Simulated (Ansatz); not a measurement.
CH$_{4}$ClInO$_{2}$, SMILES `O[CH2][In]([OH])[Cl]`: the same geometry under several functionals.

```yaml
crystal:
  periodic: [false, false, false]
  atoms:
    - {symbol: O, position_ang: [1.417031, -0.528727, -1.428102]}
    - {symbol: C, position_ang: [0.892914, -1.019203, -0.229739]}
    - {symbol: In, position_ang: [-0.719016, 0.275206, 0.421950]}
    - {symbol: O, position_ang: [-2.451255, 0.311557, 1.352753]}
    - {symbol: Cl, position_ang: [-0.104538, 2.445569, -0.329050]}
    - {symbol: H, position_ang: [1.637833, 0.403859, -1.328225]}
    - {symbol: H, position_ang: [1.630896, -1.067104, 0.578879]}
    - {symbol: H, position_ang: [0.511179, -2.022868, -0.411662]}
    - {symbol: H, position_ang: [-2.815035, 1.201710, 1.373186]}
basis:
  gaussian: {orbitals: def2-TZVPP}
hamiltonian: {xc: {name: B2PLYP}}
```

```sh
$ ansatz run in.yaml --threads 4 --pin off --events-out ev --progress --plain --max-ram 10444MiB
```

It prints (some lines left out):

```
Functional definition: B2PLYP
1642 factors; integrals over basis functions are off by at most 9.9e-4 eV
mean field evaluation 1: about -22865.9374 eV, gradient 6.7e1 eV
mean field evaluation 2: about -22866.0139 eV, gradient 6.7e1 eV
mean field evaluation 4: about -22873.7150 eV, gradient 1.2e1 eV
mean field evaluation 8: about -22874.0018 eV, gradient 9.1e-1 eV
mean field evaluation 16: about -22874.0036 eV, gradient 7.8e-4 eV
mean field -22874.00355815 eV, -840.6041262054 hartree, gradient 4.9e-6 eV, S^2 0.000000; 0 other end points of the search recorded, 0 dependent functions left out
12 core orbitals not correlated: weight in the atoms' cores, before any rotation towards them, 1.000 or more for the frozen orbitals, at most 0.000 for the correlated occupied ones
reference -22874.00374652 eV, -840.6041331279 hartree; 20, 20 occupied and 209, 209 virtual orbitals, 1642 factors
second order -37.29887930 eV of doubles, -0.00000000 eV of singles
Total energy: -22884.07444393 eV, -840.9742244317 hartree
```

Hardware: 4 threads of an Arm Neoverse V2 on a shared host. Wall time 6.5 s, peak host memory 0.65 GiB.

Changing it to `hamiltonian: {xc: lda}` (abridged; 1.3 s):

```
Functional definition: SPW92
mean field evaluation 16: about -22808.6243 eV, gradient 1.0e-3 eV
mean field -22808.62428890 eV, -838.2014823761 hartree, gradient 3.6e-5 eV, S^2 0.000000
Total energy: -22808.62434681 eV, -838.2014845044 hartree
```

With the line `hamiltonian: {xc: pbe0, dispersion: d4}` (abridged; 3.1 s):

```
Functional definition: PBE0
mean field evaluation 16: about -22887.2240 eV, gradient 8.6e-5 eV
mean field -22887.22396989 eV, -841.0899673760 hartree, gradient 8.6e-5 eV, S^2 0.000000
Total energy: -22887.38441904 eV, -841.0958637732 hartree
```

With the line `hamiltonian: {xc: {name: BLYP}, dispersion: d4}` (abridged; 2.3 s):

```
Functional definition: BLYP
mean field evaluation 16: about -22894.6221 eV, gradient 1.0e-3 eV
mean field -22894.62208637 eV, -841.3618431418 hartree, gradient 5.9e-5 eV, S^2 0.000000
Total energy: -22895.02016784 eV, -841.3764723661 hartree
```

The same input with `hamiltonian: {xc: {name: revPBE}, dispersion: d4}` (abridged; 2.1 s):

```
Functional definition: revPBE
mean field evaluation 16: about -22894.4805 eV, gradient 9.7e-4 eV
mean field -22894.48046043 eV, -841.3566384847 hartree, gradient 7.7e-5 eV, S^2 0.000000
Total energy: -22894.97315084 eV, -841.3747445232 hartree
```

Changing it to `hamiltonian: {xc: pbe, dispersion: d4}` and forces (abridged; 2.5 s):

```
Functional definition: PBE
mean field evaluation 16: about -22886.2833 eV, gradient 9.5e-4 eV
mean field -22886.28333634 eV, -841.0553997304 hartree, gradient 4.9e-5 eV, S^2 0.000000
Total energy: -22886.47057488 eV, -841.0622806200 hartree
Atom 0 force     0.023356    -0.331419    -0.435718 eV/Å
Atom 1 force     0.089259    -0.094163     0.056415 eV/Å
Atom 2 force     0.159320    -0.128070    -0.015230 eV/Å
Atom 3 force    -0.331883    -0.463362     0.264604 eV/Å
Atom 4 force     0.100987     0.262901    -0.113883 eV/Å
Atom 5 force     0.117590     0.476927     0.064212 eV/Å
Atom 6 force     0.114892     0.013748     0.215677 eV/Å
Atom 7 force    -0.107976    -0.204498    -0.032179 eV/Å
Atom 8 force    -0.165545     0.467936    -0.003897 eV/Å
Dipole moment:     0.149566    -0.345553     0.204069 e Å
```
